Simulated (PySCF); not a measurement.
PySCF input file for Zr(Cl)(OH)3 (ClH3O3Zr), SMILES [OH][Zr]([Cl])([OH])[OH], multiplicity 1, B3LYP-D3(BJ)/def2-SVP. Geometry optimised at B3LYP-D3(BJ)/def2-SVP. The spin state was assumed, not searched. The structure was generated by enumeration; whether it is a known compound was not checked. The def2 effective core potentials stand for the cores of Zr; spin–orbit coupling is left out. Other conformers were not sampled.

```python
import numpy as np
from pyscf import gto, scf, dft, df
from pyscf.hessian import thermo

mol = gto.M(
    atom='''
    Zr    0.00000000    0.00000000    0.27225236
    Cl   -0.00000000   -0.00000000   -2.12606552
    O    -1.57417942    0.90885291    0.89311896
    H    -2.33635530    1.34889536    1.27272141
    O     1.57417942    0.90885291    0.89311895
    H     2.33635530    1.34889537    1.27272141
    O     0.00000000   -1.81770582    0.89311897
    H     0.00000001   -2.69779071    1.27272142
    ''',
    basis='def2-SVP',
    ecp={'Zr': 'def2-svp'},
    charge=0,
    spin=0,
    max_memory=1600,
    verbose=3,
)
mf = dft.RKS(mol, xc='b3lyp').density_fit(auxbasis='def2-universal-jkfit')
mf.disp = 'd3bj'
mf.grids.level = 3
mf.conv_tol = 1e-11
mf.max_cycle = 100
mf.kernel()

# [left out here: the lines that compute and print the analytic Hessian (its translational invariance restored by hand, since the grid's response is missing), thermochemistry and intensities]
```

It prints:

```
converged SCF energy = -734.736091472072

WARN: DFTD3 does not support analytical Hessian, using finite difference


WARN: Mole.unit (angstrom) is changed to Bohr

Mode                                 0                   1                   2
Irrep
Freq [cm^-1]                      129.3694            129.4839            163.3144
Reduced mass [au]                   5.9809              5.9844              3.1258
Force const [Dyne/A]                0.0590              0.0591              0.0491
Char temp [K]                     186.1338            186.2985            234.9730
Normal mode                   x     y     z       x     y     z       x     y     z
       0  Zr                -0.04 -0.00  0.00   -0.00  0.04 -0.00    0.00  0.00  0.03
       1  Cl                 0.09  0.00  0.00    0.00 -0.09 -0.00   -0.00 -0.00  0.06
       2   O                 0.00 -0.00  0.12    0.00 -0.00  0.07   -0.04  0.02 -0.09
       3   H                 0.07  0.02  0.23   -0.02 -0.10  0.13   -0.11  0.06 -0.28
       4   O                 0.00  0.00 -0.12   -0.00 -0.00  0.07    0.04  0.02 -0.09
       5   H                 0.07 -0.02 -0.23    0.02 -0.10  0.13    0.11  0.06 -0.28
       6   O                -0.00  0.00  0.00   -0.00 -0.00 -0.14    0.00 -0.05 -0.09
       7   H                 0.11  0.00  0.00    0.00 -0.06 -0.26   -0.00 -0.13 -0.28
Mode                                 3                   4                   5
Irrep
Freq [cm^-1]                      178.8079            178.8538            182.9042
Reduced mass [au]                   3.4669              3.4668              1.1380
Force const [Dyne/A]                0.0653              0.0653              0.0224
Char temp [K]                     257.2647            257.3309            263.1585
Normal mode                   x     y     z       x     y     z       x     y     z
       0  Zr                 0.03  0.00  0.00    0.00 -0.03 -0.00   -0.00  0.00 -0.00
       1  Cl                 0.00  0.00  0.00    0.00 -0.00 -0.00    0.00 -0.00 -0.00
       2   O                 0.00 -0.09  0.04    0.09  0.10  0.02   -0.03 -0.04 -0.00
       3   H                -0.07 -0.19  0.01    0.19  0.29  0.01    0.27  0.47 -0.00
       4   O                 0.01  0.09 -0.04   -0.09  0.10  0.02   -0.03  0.04  0.00
       5   H                -0.06  0.18 -0.01   -0.19  0.29  0.01    0.27 -0.47  0.00
       6   O                -0.15  0.00  0.00   -0.00 -0.06 -0.05    0.05  0.00  0.00
       7   H                -0.41  0.00  0.00   -0.01 -0.04 -0.01   -0.54  0.00  0.00
Mode                                 6                   7                   8
Irrep
Freq [cm^-1]                      273.2020            273.2301            303.0645
Reduced mass [au]                   1.3333              1.3344              1.2077
Force const [Dyne/A]                0.0586              0.0587              0.0654
Char temp [K]                     393.0769            393.1173            436.0424
Normal mode                   x     y     z       x     y     z       x     y     z
       0  Zr                 0.02  0.00 -0.00    0.00 -0.02  0.00   -0.01 -0.00 -0.00
       1  Cl                -0.01 -0.00 -0.00   -0.00  0.01  0.00    0.00  0.00 -0.00
       2   O                -0.03 -0.03 -0.05    0.03  0.06 -0.03   -0.00  0.04 -0.04
       3   H                 0.29  0.10  0.42   -0.08 -0.39  0.26    0.01 -0.32  0.41
       4   O                -0.02  0.03  0.05   -0.03  0.06 -0.03   -0.00 -0.04  0.04
       5   H                 0.28 -0.08 -0.44    0.10 -0.39  0.23    0.02  0.31 -0.41
       6   O                -0.08 -0.00 -0.00   -0.00  0.01  0.06    0.07 -0.00 -0.00
       7   H                 0.44  0.01  0.01    0.01 -0.23 -0.49   -0.53  0.00  0.01
Mode                                 9                  10                  11
Irrep
Freq [cm^-1]                      303.2715            343.2056            392.0149
Reduced mass [au]                   1.2068              1.6647              7.4688
Force const [Dyne/A]                0.0654              0.1155              0.6762
Char temp [K]                     436.3401            493.7964            564.0221
Normal mode                   x     y     z       x     y     z       x     y     z
       0  Zr                 0.00 -0.01 -0.00   -0.00  0.00 -0.01    0.00  0.00 -0.06
       1  Cl                -0.00  0.00 -0.00    0.00 -0.00  0.08   -0.00 -0.00  0.12
       2   O                 0.04  0.04  0.02   -0.02  0.01 -0.06    0.03 -0.02  0.03
       3   H                -0.31 -0.35 -0.24    0.15 -0.09  0.40   -0.05  0.03 -0.18
       4   O                -0.04  0.04  0.02    0.02  0.01 -0.06   -0.03 -0.02  0.03
       5   H                 0.31 -0.35 -0.23   -0.15 -0.09  0.40    0.05  0.03 -0.18
       6   O                -0.00 -0.03 -0.04    0.00 -0.02 -0.06   -0.00  0.04  0.03
       7   H                 0.01  0.19  0.47    0.00  0.18  0.41   -0.00 -0.06 -0.18
Mode                                12                  13                  14
Irrep
Freq [cm^-1]                      731.1138            731.5100            731.5265
Reduced mass [au]                   8.7162             10.4516             10.4497
Force const [Dyne/A]                2.7450              3.2951              3.2947
Char temp [K]                    1051.9100           1052.4800           1052.5037
Normal mode                   x     y     z       x     y     z       x     y     z
       0  Zr                -0.00  0.00  0.03    0.05  0.00 -0.00    0.00 -0.05  0.00
       1  Cl                 0.00 -0.00  0.00   -0.00 -0.00 -0.00   -0.00  0.00  0.00
       2   O                 0.11 -0.06 -0.05   -0.12  0.07  0.05   -0.07  0.05  0.03
       3   H                 0.12 -0.07 -0.04   -0.13  0.07  0.04   -0.07  0.05  0.02
       4   O                -0.11 -0.06 -0.05   -0.13 -0.07 -0.05    0.06  0.04  0.03
       5   H                -0.12 -0.07 -0.04   -0.13 -0.07 -0.04    0.07  0.04  0.02
       6   O                 0.00  0.12 -0.05   -0.01 -0.00  0.00   -0.00  0.17 -0.06
       7   H                 0.00  0.13 -0.04   -0.01 -0.00  0.00   -0.00  0.18 -0.05
Mode                                15                  16                  17
Irrep
Freq [cm^-1]                     3971.3258           3971.3295           3976.7854
Reduced mass [au]                   1.0688              1.0688              1.0707
Force const [Dyne/A]                9.9318              9.9319              9.9762
Char temp [K]                    5713.8536           5713.8590           5721.7088
Normal mode                   x     y     z       x     y     z       x     y     z
       0  Zr                -0.00 -0.00  0.00   -0.00  0.00  0.00    0.00  0.00  0.00
       1  Cl                 0.00  0.00  0.00    0.00 -0.00 -0.00    0.00  0.00  0.00
       2   O                 0.03 -0.02 -0.01    0.03 -0.02 -0.01    0.03 -0.02 -0.01
       3   H                -0.41  0.24  0.20   -0.47  0.27  0.24   -0.44  0.26  0.22
       4   O                 0.04  0.02  0.02   -0.01 -0.00 -0.00   -0.03 -0.02 -0.01
       5   H                -0.62 -0.36 -0.31    0.12  0.07  0.06    0.44  0.26  0.22
       6   O                -0.00  0.02 -0.01   -0.00 -0.04  0.02    0.00  0.03 -0.01
       7   H                 0.00 -0.24  0.10    0.00  0.68 -0.29   -0.00 -0.51  0.22
temperature 298.1500 [K]
pressure 101325.00 [Pa]
Rotational constants [GHz] 2.79843 1.68236 1.68236
Symmetry number 3
Zero-point energy (ZPE) 0.03865 [Eh]   101469.127 [J/mol]
                           tot       elec      trans        rot        vib
Entropy [J/mol/K]       383.667      0.000    173.350    108.425    101.892
Cv [J/mol/K]            123.281      0.000     12.472     12.472     98.337
Cp [J/mol/K]            131.595      0.000     20.786     12.472     98.337
Internal energy [J/mol]                      3718.434   3718.434 118501.806
Internal energy [Eh]   -734.68812  -734.73609
Enthalpy [J/mol]                             6197.391   3718.434 118501.806
Enthalpy [Eh]          -734.68718
Gibbs free energy [J/mol]                  -45486.921 -28608.370  88122.661
Gibbs free energy [Eh] -734.73075
mode   freq/cm-1   IR/(km/mol)
   1      129.37         0.796
   2      129.48         0.799
   3      163.31        15.729
   4      178.81         6.324
   5      178.85         6.341
   6      182.90         0.000
   7      273.20       242.023
   8      273.23       242.994
   9      303.06        61.704
  10      303.27        60.701
  11      343.21       210.043
  12      392.01       282.127
  13      731.11        78.364
  14      731.51       207.458
  15      731.53       207.370
  16     3971.33       361.615
  17     3971.33       361.625
  18     3976.79       131.272
max |gradient| / (hartree/bohr): 9.785911735652475e-05
APT charges: [ 2.617  -0.6323 -1.0682  0.4066 -1.0682  0.4066 -1.0683  0.4066]
```

Self-consistency was reached.

Cost: about 100 core-seconds (a rough figure).
